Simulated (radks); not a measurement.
The nuclear charge of the vanadium ion V2+ is varied continuously with 21 electrons held in [Ar] 3d3. Calculated with a radial shooting solver on a logarithmic mesh with Libxc functionals: scalar-relativistic Kohn-Sham, r2SCAN, spin-polarised, spherical densities, finite nucleus; open shells are filled with parallel spins first; meta-GGA in the generalised Kohn-Sham scheme; Fermi nuclear charge, rms radius 3.6002 fm. By the Hellmann-Feynman theorem dE/dZ = E(electron-nucleus)/Z, the electronic potential at the nucleus (averaged over a nucleus of fixed radius). The scalar-relativistic energy here is not variational (the density holds large components alone), so the two differ by a part that grows with Z.

| Z | E (hartree) | E(electron-nucleus)/Z (hartree) | HOMO | e(HOMO) (eV) | <r> HOMO (bohr) |
|---|---|---|---|---|---|
| 22.5 | -900.32861 | -94.8786 | 3d | -14.825 | 1.451 |
| 22.75 | -924.23349 | -96.2420 | 3d | -18.430 | 1.366 |
| 23 | -948.47952 | -97.6031 | 3d | -22.326 | 1.296 |
| 23.25 | -973.06620 | -98.9624 | 3d | -26.494 | 1.235 |
| 23.5 | -997.99317 | -100.320 | 3d | -30.921 | 1.181 |
| 23.75 | -1023.26020 | -101.678 | 3d | -35.597 | 1.134 |
| 24 | -1048.86711 | -103.034 | 3d | -40.513 | 1.092 |

The central difference of E at Z = 23 is -97.665 hartree, to compare with the third column; the second derivative is -5.45 hartree.
